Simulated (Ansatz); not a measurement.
## Cost against result

Saddle point of SiH₄BrCl, singlet (SiH₂BrCl ([Cl][SiH2][Br]) + H₂ → SiH₃Cl ([SiH3][Cl]) + HBr; bonds formed: Si1–H7, Br2–H6; bonds broken: Si1–Br2, H6–H7), PBE0-D4/def2-TZVP structure:

```
atom    x (Å)    y (Å)    z (Å)
 Si1  -0.3229   0.2421  -0.2725
 Br2   0.4237  -2.2446  -0.0878
  H3   0.2158   0.2155  -1.6344
  H4  -1.6390  -0.2061   0.1891
 Cl5  -0.4036   2.2945   0.1201
  H6   0.8687  -0.5865   0.7478
  H7   0.8573   0.2852   0.9377
```

Barriers are electronic and count from the start structure reached by relaxing down the imaginary mode.

Program: Ansatz 0.2.0. Basis: as named in each row. Cores are frozen in the correlated methods. Filled d shells of the heavier atoms are correlated. The def2 sets are not built for correlating such inner shells, so the correlated values are less sure here. B3LYP uses VWN-RPA correlation. Extrapolation: Hartree–Fock as exp(−7.88 √X), correlation as X^−2.97.

Times are rough, for one single point on 4 threads of a shared host (Arm Neoverse V1).

The estimate by CCSD(T) at an estimated basis limit (MP2 extrapolated from triple and quadruple zeta, plus CCSD(T) − MP2 in triple zeta) is 211.2 kJ/mol.

```json
{"method": "HF", "basis": "STO-3G", "time (s)": "under 1", "barrier (kJ/mol)": "471.2", "method less estimate": "260.0"}
{"method": "PBE-D4", "basis": "STO-3G", "time (s)": "under 1", "barrier (kJ/mol)": "332.0", "method less estimate": "120.8"}
{"method": "SPW92", "basis": "def2-SVP", "time (s)": "under 1", "barrier (kJ/mol)": "146.9", "method less estimate": "-64.3"}
{"method": "PBE-D4", "basis": "def2-SVP", "time (s)": "under 1", "barrier (kJ/mol)": "176.8", "method less estimate": "-34.4"}
{"method": "B3LYP-D4", "basis": "6-31G", "time (s)": "under 1", "barrier (kJ/mol)": "232.6", "method less estimate": "21.4"}
{"method": "SPW92", "basis": "def2-TZVPP", "time (s)": "under 1", "barrier (kJ/mol)": "142.6", "method less estimate": "-68.6"}
{"method": "PBE0-D4", "basis": "def2-SVP", "time (s)": "under 1", "barrier (kJ/mol)": "190.5", "method less estimate": "-20.7"}
{"method": "PBE-D4", "basis": "def2-TZVPP", "time (s)": "1", "barrier (kJ/mol)": "174.9", "method less estimate": "-36.3"}
{"method": "BLYP-D4", "basis": "def2-TZVPP", "time (s)": "1", "barrier (kJ/mol)": "193.1", "method less estimate": "-18.1"}
{"method": "CCSD(T)", "basis": "def2-SVP", "time (s)": "2", "barrier (kJ/mol)": "232.9", "method less estimate": "21.7"}
{"method": "B3LYP-D4", "basis": "def2-TZVPP", "time (s)": "2", "barrier (kJ/mol)": "201.8", "method less estimate": "-9.4"}
{"method": "BHLYP-D4", "basis": "def2-TZVPP", "time (s)": "2", "barrier (kJ/mol)": "217.3", "method less estimate": "6.2"}
{"method": "PBE0-D4", "basis": "def2-TZVPP", "time (s)": "2", "barrier (kJ/mol)": "188.2", "method less estimate": "-23.0"}
{"method": "CAM-B3LYP-D4", "basis": "def2-TZVPP", "time (s)": "2", "barrier (kJ/mol)": "207.1", "method less estimate": "-4.1"}
{"method": "RPA on PBE", "basis": "def2-TZVPP", "time (s)": "3", "barrier (kJ/mol)": "217.5", "method less estimate": "6.3"}
{"method": "r2SCAN-D4", "basis": "def2-TZVPP", "time (s)": "3", "barrier (kJ/mol)": "189.0", "method less estimate": "-22.2"}
{"method": "B2PLYP", "basis": "def2-TZVPP", "time (s)": "3", "barrier (kJ/mol)": "209.5", "method less estimate": "-1.7"}
{"method": "r2SCAN0-D4", "basis": "def2-TZVPP", "time (s)": "3", "barrier (kJ/mol)": "196.7", "method less estimate": "-14.5"}
{"method": "PBE-QIDH", "basis": "def2-TZVPP", "time (s)": "3", "barrier (kJ/mol)": "203.5", "method less estimate": "-7.7"}
{"method": "wB97M-V", "basis": "def2-SVP", "time (s)": "3", "barrier (kJ/mol)": "206.0", "method less estimate": "-5.2"}
{"method": "wB97X-V", "basis": "def2-TZVPP", "time (s)": "5", "barrier (kJ/mol)": "210.6", "method less estimate": "-0.6"}
{"method": "B97M-V", "basis": "def2-TZVPP", "time (s)": "5", "barrier (kJ/mol)": "204.4", "method less estimate": "-6.8"}
{"method": "wB97M-V", "basis": "def2-TZVPP", "time (s)": "6", "barrier (kJ/mol)": "206.9", "method less estimate": "-4.3"}
{"method": "MP2", "basis": "def2-QZVPP", "time (s)": "10", "barrier (kJ/mol)": "213.1", "method less estimate": "1.9"}
{"method": "CCSD(T)", "basis": "def2-TZVPP", "time (s)": "38", "barrier (kJ/mol)": "214.9", "method less estimate": "3.8"}
```

All methods are single points on the PBE0-D4 structures.

T1 diagnostic: at most 0.010.

Labels in which every atom is bracketed show which atoms are joined, not bond orders.
